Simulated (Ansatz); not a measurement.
`C=[C](N)[SnH2][F]` and `C=C(N)C#N` differ in one atom or group.

Ansatz, PBE0-D4/def2-TZVP geometries, multiplicity 1. Each molecule was computed in one conformer, which needn't be the lowest.

Elements past krypton have def2 core potentials.

| property | `C=[C](N)[SnH2][F]` |
| --- | --- |
| HOMO–LUMO gap (B3LYP/def2-TZVPP) / eV | 5.23 |
| size of the dipole moment (ωB97M-V/def2-TZVPP) / D | 1.71 |
| LUMO energy (PBE/def2-TZVPP) / eV | -1.46 |
| LUMO energy (ωB97M-V/def2-TZVPP) / eV | 0.88 |
| HOMO energy (B3LYP/def2-TZVPP) / eV | -6.17 |
| size of the dipole moment (PBE/def2-TZVPP) / D | 1.60 |

(1) What does the change do to each property? (Estimate.)

Results:

(1) Ansatz gave: 
```csv
property,`C=C(N)C#N`,shift
HOMO–LUMO gap (B3LYP/def2-TZVPP) / eV,5.49,0.26
size of the dipole moment (ωB97M-V/def2-TZVPP) / D,4.12,2.41
LUMO energy (PBE/def2-TZVPP) / eV,-1.96,-0.50
LUMO energy (ωB97M-V/def2-TZVPP) / eV,1.08,0.20
HOMO energy (B3LYP/def2-TZVPP) / eV,-6.75,-0.58
size of the dipole moment (PBE/def2-TZVPP) / D,4.15,2.55
```

With PBE0 the HOMO falls by 0.58 eV and the LUMO falls by 0.36 eV, so the gap widens by about 0.22 eV. PBE moves the HOMO by -0.58 eV and ωB97M-V by -0.56 eV. Dipoles are sizes alone; their direction can turn.

B3LYP here is the variant with VWN-RPA as its local correlation; programs differ in this.
